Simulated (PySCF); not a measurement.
SMILES [SH][Ge][F], PBE0/def2-SVP optimised geometry. Atoms within 1.6 Å of the plane z = 0.0 Å (x, y, z in Å): Ge1 (-1.05, -0.20, 0.00), F2 (-1.23, 1.55, 0.00), S3 (1.19, -0.20, 0.00), H4 (1.23, -1.55, 0.00).

Method: PySCF with PBE0/def2-TZVP. Cells within 0.4 Å of a nucleus heavier than hydrogen are left out (blank, or x).

Map of the Laplacian of the electron density (e/bohr⁵), clipped to [-1.50, 1.50] on the plane z = 0.0 Å:

```
|55555555555555555555555555555|
|55555555555555555555555555555|
|55555555555555555555555555555|
|55555555555555555555555555555|
|55555555555555555555555555555|
|55555555555555555555555555555|
|55555555677655555555555555555|
|55555555886865555555555555555|
|555555568xx185555555555555555|
|555555567xxx85555555555555555|
|55555556852765555555555555555|
|55555555677655555555555555555|
|55555555579865555444555555555|
|55555555799996554799345555555|
|5555555599xx98544xxx945555555|
|555555559xxx98445xxx945555555|
|5555555589x9965549x9555555555|
|55555555589975555433455555555|
|55555555555555555433555555555|
|55555555555555555401555555555|
|55555555555555555513555555555|
|55555555555555555555555555555|
|55555555555555555555555555555|
|55555555555555555555555555555|
|55555555555555555555555555555|
|55555555555555555555555555555|
|55555555555555555555555555555|
|55555555555555555555555555555|
|55555555555555555555555555555|
```
Scale: ten equal steps from -1.50 (start of '0') to 1.50 (end of '9'), in the order '0123456789'; x runs from -4.00 to 4.00, y from -4.00 (bottom) to 4.00 (top).
